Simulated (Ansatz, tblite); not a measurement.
Adding an electron: Cu₂H⁺ (the lowest singlet isomer of a short search). Total charge 1; singlet. Geometry: PBE-D4/def2-TZVP. Ansatz, gas phase; energy differences of separate SCF runs; the reduced species was run as a doublet alone.

```
atom   x (Å)   y (Å)   z (Å)
 Cu1  -0.230  -1.039   0.663
 Cu2  -0.411   0.865  -0.809
  H3   0.641   0.174   0.146
```

The xTB rows come from tblite. The structure comes from a short search, and lower isomers may exist.

**Question.** Estimate orbital energies and vertical electron affinities at: GFN1-xTB; GFN2-xTB; PBE-D4/def2-TZVP; r2SCAN-D4/def2-TZVP; PBE0-D4/def2-TZVP.

**Answer.** 
```tsv
level	−HOMO (eV)	−LUMO (eV)	vertical EA (eV)	HOMO–LUMO gap (eV)
GFN1-xTB	17.07	14.79	11.77	2.28
GFN2-xTB	16.39	10.46	8.03	5.93
PBE-D4/def2-TZVP	11.97	8.91	6.38	3.06
r2SCAN-D4/def2-TZVP	11.96	8.42	6.25	3.54
PBE0-D4/def2-TZVP	13.36	7.63	5.89	5.73
```

 Raw xTB energy differences between charge states are shifted by several eV; the methods need an empirical correction for them.
